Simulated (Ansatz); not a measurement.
Ansatz (a program for electronic structure) input (HF/6-31G* with LANL2DZ past Ar): The .json file joins the Basis Set Exchange's 6-31G* for atoms up to Ar and LANL2DZ past it.

Ansatz 0.2 input:
```yaml
crystal:
  periodic: [false, false, false]
  atoms:
    - {symbol: Nb, position_ang: [-0.00000000, -0.00000000, -0.27658615]}
    - {symbol: O, position_ang: [0.00000000, 0.00000000, 1.41750399]}
basis:
  gaussian:
    orbitals: 6-31Gs+LANL2DZ.json
hamiltonian:
  xc: {name: HF}
magnetization: {spin_polarized: true, initial_magnetization: 3}
phonons: {temperatures: {t_min: 298.15, t_max: 298.15, t_step: 100}}
```

Task: Which harmonic wavenumbers does it give?

Result: 1004 cm⁻¹ (unscaled; negative means imaginary).

The determinant is spin-contaminated: <S^2> is 3.88 against 3.75 for a pure state.
